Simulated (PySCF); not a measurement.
Sn(CF3)Me3, C4H9F3Sn.
Geometry (PBE0-D3(BJ)/def2-SVP, Å), atoms numbered from 1 in this order:
```xyz
17
C4H9F3Sn angstrom
Sn     0.000    0.000   -0.124
C      0.004   -0.010    2.084
F     -1.244   -0.015    2.585
F      0.622    1.068    2.598
F      0.628   -1.089    2.590
C      2.057    0.016   -0.734
H      2.127    0.010   -1.832
H      2.572   -0.872   -0.342
H      2.557    0.916   -0.351
C     -1.043    1.781   -0.712
H     -1.065    1.863   -1.808
H     -0.538    2.666   -0.300
H     -2.076    1.754   -0.338
C     -1.022   -1.786   -0.734
H     -2.047   -1.788   -0.335
H     -0.493   -2.672   -0.357
H     -1.069   -1.840   -1.831
```

Theory: PySCF 2.14.0, density-fitted response routines, TDDFT B3LYP/def2-SVPD, vertical, gas phase, core orbitals frozen in the response, def2 core potentials past Kr. Spin–orbit coupling is left out.

Ground-to-excited transition dipoles (e·a0, same axes as the geometry; the sign carries no meaning), for the states with f of 0.002 or more among the lowest 9:

```tsv
state	E (eV)	μx	μy	μz
S1	6.978	0.042	0.065	-0.211
S2	6.990	0.182	-0.737	-0.021
S3	6.992	0.741	0.179	0.013
S4	7.678	0.024	-0.340	-0.002
S5	7.681	-0.352	-0.018	0.003
S7	7.766	0.563	0.088	0.021
S8	7.768	0.084	-0.579	0.008
S9	7.795	-0.020	0.010	0.428
```

(1) Work out the oscillator strengths.

(2) Which bond between heavy atoms lies closest to the direction of the S9 transition dipole?

(3) How is the summed strength of these states shared among x, y and z?

(4) What peak molar absorption coefficient would the strongest computed level give as a lone Gaussian band 0.3 eV wide at half height?

## Answers

(1) f = (2/3) ΔE |μ|² with ΔE in hartree (27.2114 eV).

| state | \|μ\|² (au) | \|μ\| (D) | f |
| --- | --- | --- | --- |
| S1 | 0.051 | 0.57 | 0.009 |
| S2 | 0.577 | 1.93 | 0.099 |
| S3 | 0.582 | 1.94 | 0.100 |
| S4 | 0.116 | 0.87 | 0.022 |
| S5 | 0.125 | 0.90 | 0.023 |
| S7 | 0.325 | 1.45 | 0.062 |
| S8 | 0.342 | 1.49 | 0.065 |
| S9 | 0.183 | 1.09 | 0.035 |

(2) Sn1–C2, at 3° from it; next C2–F3 at 65°.

(3) (2/3) Σ ΔE μα² gives 0.185 for x, 0.186 for y and 0.043 for z, 0.414 in all.

(4) ε(max) = 2.175×10⁸ f / FWHM, with the width in cm⁻¹. S2/S3 (f summed): 2.175×10⁸ × 0.1984 / 2420 ≈ 18000 L mol⁻¹ cm⁻¹.

S2/S3, S4/S5 and S7/S8 coincide within about 0.01 eV; within a degenerate level the directions of the single components are arbitrary.
